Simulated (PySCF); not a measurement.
Radial density of As²⁺ (arsenic, charge +2)

UHF, [Ar] 3d10 4s2 4p1, 2P determinant. All numbers are calculated (PySCF 2.14, no relativity, point nucleus, in def2-SVP (5s4p3d, 32 functions)).

| r (bohr) | 4πr²ρ (e/bohr) | 4πr²(ρα − ρβ) |
| --- | --- | --- |
| 0.000851 | 0.2086 | 0.0000 |
| 0.00143 | 0.5763 | 0.0000 |
| 0.00241 | 1.539 | 0.0000 |
| 0.00405 | 3.887 | 0.0000 |
| 0.00681 | 9.194 | 0.0000 |
| 0.0115 | 19.14 | 0.0002 |
| 0.0193 | 32.64 | 0.0010 |
| 0.0324 | 40.22 | 0.0046 |
| 0.0545 | 34.45 | 0.0166 |
| 0.0917 | 36.71 | 0.0349 |
| 0.154 | 47.12 | 0.0166 |
| 0.259 | 27.82 | -0.0068 |
| 0.436 | 29.69 | 0.0752 |
| 0.734 | 20.39 | -0.0030 |
| 1.23 | 4.273 | 0.2931 |
| 2.08 | 1.719 | 0.5524 |
| 3.49 | 0.1991 | 0.1042 |
| 5.88 | 0.003378 | 0.0030 |

Where is the radial spin density 4πr²(ρα − ρβ) most negative, and why is it negative at all?

Around r = 0.259 bohr, down to -0.0068 e/bohr: exchange with the open shell polarises the paired shells in an unrestricted calculation.
